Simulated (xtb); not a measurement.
Mg(OH)(SeH) (H₂MgOSe), SMILES [SeH][Mg][OH]. All values are semi-empirical tight-binding results from xtb (GFN2-xTB unless named), good for trends rather than for accurate numbers. The structure is a stationary point at GFN2-xTB. Other conformers were not sampled.

For metal compounds this method's bond lengths and energies can be far off.

```yaml
point_group_as_xtb_finds_it: Cs
orbital_gap: 2.25 eV
zero_point_energy: 11.5 kcal/mol
G − E(el) at 298.15 K (modified RRHO): -7.2 kcal/mol
```
